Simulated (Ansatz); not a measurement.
Two structures of CH$_{5}$GaO, singlet, reached by relaxing down either side of one saddle point (PBE0-D4/def2-TZVP). Energies are electronic, without zero-point energy. Computed with Ansatz 0.2.0 (basis: def2-TZVPP and def2-QZVPP); correlated methods freeze the cores. Filled d shells of the heavier atoms are correlated. The def2 sets are not built for correlating such inner shells, so the correlated values are less sure here. Extrapolation: Hartree–Fock as exp(−7.88 √X), correlation as X^−2.97. First:

| atom | x (Å) | y (Å) | z (Å) |
| --- | --- | --- | --- |
| Ga1 | -1.1016 | -0.4782 | -1.0410 |
| O2 | 0.5190 | -0.5075 | -0.3006 |
| C3 | 0.9033 | 0.3136 | 0.7688 |
| H4 | -1.2774 | -1.4857 | -2.2119 |
| H5 | -2.1146 | 0.5418 | -0.4230 |
| H6 | 0.1024 | 0.9857 | 1.1074 |
| H7 | 1.7600 | 0.9319 | 0.4775 |
| H8 | 1.2090 | -0.3016 | 1.6227 |

Second:

```csv
atom,x (Å),y (Å),z (Å)
Ga1,-2.0894,-0.4118,-1.2606
O2,0.0805,-0.5541,-0.5043
C3,0.7638,0.1898,0.4984
H4,0.6606,-1.2054,-0.9067
H5,-2.1714,0.8118,-0.0956
H6,0.0345,0.8959,0.8916
H7,1.6099,0.7368,0.0737
H8,1.1114,-0.4631,1.3035
```

**Question.** Which bonds change from the first to the second?

**Answer.** CH₅GaO ([CH3][O][GaH2]) → CH₄O ([CH3][OH]) + GaH; bonds formed: O2–H4; bonds broken: Ga1–O2, Ga1–H4.

**Question.** Give the saddle point's structure and its height above each. (An estimate is asked for; the value comes from the calculation.)

**Answer.** The calculation gives: 2.558 eV above the first and 1.585 eV above the second (CCSD(T) at an estimated basis limit (MP2 extrapolated from triple and quadruple zeta, plus CCSD(T) − MP2 in triple zeta)).
| atom | x (Å) | y (Å) | z (Å) |
| --- | --- | --- | --- |
| Ga1 | -1.5526 | -0.3493 | -1.2128 |
| O2 | -0.0301 | -0.6996 | 0.0033 |
| C3 | 0.8688 | 0.1670 | 0.6602 |
| H4 | -0.0765 | -1.0940 | -1.3320 |
| H5 | -2.5434 | 0.7681 | -0.6516 |
| H6 | 0.3226 | 0.8104 | 1.3599 |
| H7 | 1.4038 | 0.8117 | -0.0470 |
| H8 | 1.6075 | -0.4143 | 1.2199 |

T1 diagnostic: at most 0.018. The restricted Hartree–Fock reference is unstable towards an unrestricted one at one or more of these structures.

Labels in which every atom is bracketed show which atoms are joined, not bond orders.

For scale, one of the runs: CCSD(T)/def2-TZVPP, 180 basis functions, launched by `ansatz run in.yaml --threads 2 --pin off --events-out ev --progress --plain --max-ram 4352MiB`. Time: 64 s of wall clock on 2 CPU threads of an Arm Neoverse V1; the host was shared. Peak host memory: 1.8 GiB.
